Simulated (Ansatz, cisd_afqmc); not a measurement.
Species: LiOH, charge 1, doublet. LiOH+ (parent SMILES [Li][OH], doublet).
B3LYP-D3(BJ)/def2-TZVP minimum from Ansatz (a program for electronic structure):
```xyz
3

Li    -1.0256    -0.6388    -0.8692
O      0.2860     0.1304     0.2461
H      0.7891     0.8732     0.6391
```
Charge +1, spin multiplicity 2.

Total energies in def2-SVP, 7 correlated electrons, 2 frozen orbitals. Radicals and triplets start from unrestricted determinants; spin-orbit coupling is neglected. Cores are frozen in correlated methods. No relativity. AFQMC/CISD: phaseless, guided by CISD from CCSD amplitudes; bars are statistical, one sigma. Outlying blocks are dropped, and bars are widened where a walk drifts. Over all cases where full CI ran beside it in this data, AFQMC minus full CI had a median of +0.1 mEh and passed +0.4 mEh in a tenth of the cases. Full CI freezes restricted core orbitals and the other rows unrestricted ones, which leaves a small offset even where coupled cluster is exact. The spin of HLiO+ (parent SMILES [Li][OH], doublet) was assumed, and the state is the lowest solution found for it.

The bar of a AFQMC/CISD walk is widened from 0.10 to 0.25 mEh, since its halves differ by 0.50 mEh.

| method | program | energy (Eh) | error against FCI (mEh) |
|---|---|---|---|
| HF | Ansatz | -82.60129 | 165.71 |
| MP2 | Ansatz | -82.75038 | 16.62 |
| CCSD | Ansatz | -82.76476 | 2.25 |
| CCSD(T) | Ansatz | -82.76658 | 0.43 |
| CCSDT(Q) | Ansatz | -82.76702 | -0.02 |
| CCSDTQ | Ansatz | -82.76703 | -0.03 |
| AFQMC/CISD | cisd_afqmc | -82.7669 ± 0.0003 | 0.1 ± 0.3 |
| FCI | Ansatz | -82.76700 | 0.00 |

Rough core times of Ansatz's runs on a shared machine: CCSD(T) under 20 s, CCSDT(Q) under 20 s, CCSDTQ 2 min, FCI 3 min.
